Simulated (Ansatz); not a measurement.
Born–Oppenheimer molecular dynamics of ClGeH5O2 (9 atoms, charge 0, multiplicity 1). It starts at the highest image of a converged band, a first-order saddle point between two minima.

All numbers below come from RKS PBE-D4/def2-SVP (Ansatz).

```yaml
ensemble: NVE (velocity Verlet)
time_step: 0.5 fs
steps_asked: 200
starting_velocities_drawn_for: 100 K
seed: 9209
```

First frame:

```xyz
9
Properties=species:S:1:pos:R:3
Ge 0.099 0.255 -0.061
H 0.032 -0.224 1.709
H 1.414 0.019 -0.815
O -1.115 1.486 -0.508
H -1.835 1.006 -0.968
O -0.744 -1.315 -0.394
H -1.542 -1.447 0.152
Cl 1.238 2.029 1.354
H 0.499 0.594 1.846
```

(1) How far do the bonds stretch over the last three quarters of this one trajectory? (Pairs bonded in most of those frames.)

## Answers

(1) 
```json
{"bond": "Ge1–H2", "mean (Å)": "1.588", "spread (Å)": "0.089", "shortest": "1.44", "longest": "1.72"}
{"bond": "Ge1–H3", "mean (Å)": "1.546", "spread (Å)": "0.026", "shortest": "1.50", "longest": "1.59"}
{"bond": "Ge1–O4", "mean (Å)": "1.799", "spread (Å)": "0.007", "shortest": "1.79", "longest": "1.81"}
{"bond": "Ge1–O6", "mean (Å)": "1.808", "spread (Å)": "0.013", "shortest": "1.79", "longest": "1.83"}
{"bond": "O4–H5", "mean (Å)": "0.977", "spread (Å)": "0.011", "shortest": "0.96", "longest": "0.99"}
{"bond": "O6–H7", "mean (Å)": "0.975", "spread (Å)": "0.001", "shortest": "0.97", "longest": "0.98"}
{"bond": "Cl8–H9", "mean (Å)": "1.307", "spread (Å)": "0.043", "shortest": "1.24", "longest": "1.39"}
```

Pairs bonded in part of these frames only: Ge1–Cl8 13 %.

Mean temperature of the second half: 1118 K. The conserved energy stayed within 0.14 meV per atom of its start (net change -0.0092 meV per atom), so the integration is sound. The kinetic energy rose, since the run started high on the potential surface and went downhill. It ends in pieces (ClH + GeH4O2), so much of that is their flight and rotation, not heat. A run of 0.1 ps of so small a system gives no equilibrium averages. The orbitals stay closed-shell, which can raise the energy where a bond breaks towards radicals; this wasn't checked here.

Time of the run: 6.7 min on 2 threads of Intel(R) Xeon(R) Platinum 8259CL CPU @ 2.50GHz (Skylake/Cascade Lake) (shared host), peak memory 0.17 GiB.
